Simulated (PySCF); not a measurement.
# Electronic absorption of B2Cl2H3N

B2Cl2H3N.
Numbering: `[NH2:1][BH:2][B:3]([Cl:4])[Cl:5]` (hydrogens: H6, H7 on N1; H8 on B2)

Method used: PySCF 2.14.0, density-fitted response routines, TDDFT wB97X-D/def2-SVPD, vertical, gas phase, core orbitals frozen in the response. Isolated species at its PBE0-D3(BJ)/def2-SVP geometry, gas phase. Torsions of this conformer, `[NH2:1][BH:2][B:3]([Cl:4])[Cl:5]`: N1–B2–B3–Cl4 81°, H–N1–B2–B3 -1°, H–N1–B2–B3 180°.

| state | λ (nm) | E (eV) | f | main configurations (H = HOMO, L = LUMO) |
| --- | --- | --- | --- | --- |
| S1 | 240.9 | 5.15 | 0.0079 | H→L (97%) |
| S2 | 207.4 | 5.98 | 0.0007 | H-1→L (78%), H-2→L (19%) |
| S3 | 193.6 | 6.40 | 0.0003 | H→L+1 (80%) |
| S4 | 182.9 | 6.78 | 0.020 | H-2→L (76%), H-1→L (20%) |
| S5 | 175.4 | 7.07 | 0.119 | H-3→L (85%) |
| S6 | 164.9 | 7.52 | 0.070 | H-4→L (86%) |
| S7 | 158.8 | 7.81 | 0.093 | H→L+2 (41%), H-1→L+1 (37%), H-5→L (12%) |
| S8 | 155.4 | 7.98 | 0.051 | H→L+2 (41%), H-1→L+1 (37%) |
| S9 | 151.8 | 8.17 | 0.157 | H-5→L (40%), H-2→L+1 (35%) |
| S10 | 149.9 | 8.27 | 0.077 | H-5→L (32%), H-2→L+1 (24%), H-1→L+1 (12%) |

Triplets, Tamm–Dancoff:

```
state  E (eV)  λ (nm)   main configurations (H = HOMO, L = LUMO)
   T1    4.49   276.0                                  H→L (95%)
   T2    5.80   213.9                   H→L+1 (66%), H-1→L (18%)
   T3    5.82   213.2       H-1→L (64%), H→L+1 (18%), H-2→L (9%)
   T4    6.06   204.7  H-2→L (35%), H-1→L+1 (26%), H-2→L+1 (24%)
```

The lowest singlet comes at 241 nm (497 kJ/mol) in the ultraviolet; it is weak; its leading configuration is HOMO→LUMO (97%). The most intense listed level is S9 at 8.17 eV (152 nm, f = 0.157), 3.02 eV above S1. Löwdin shares by element: HOMO boron 43%, chlorine 41% (atoms not listed hold the other 16%); LUMO boron 56%, chlorine 34%. Weighted by f, the mean energy of these states is 7.72 eV. The oscillator strengths of these states sum to 0.597; summed over the whole spectrum of an exact calculation they would give the number of electrons, 54 (Thomas–Reiche–Kuhn). Orbital energies (eV): HOMO-3 -11.33, HOMO-2 -11.14, HOMO-1 -10.75, HOMO -10.03, LUMO 0.24, LUMO+1 1.47, LUMO+2 1.72. No computed singlet lies in the visible range (380 to 750 nm); the lowest, at 241 nm, stands 1.88 eV above its violet end (3.26 eV). All these states lie below the vertical ionisation energy of 10.37 eV (ΔSCF). Singlets were solved by full linear response, triplets in the Tamm–Dancoff approximation.
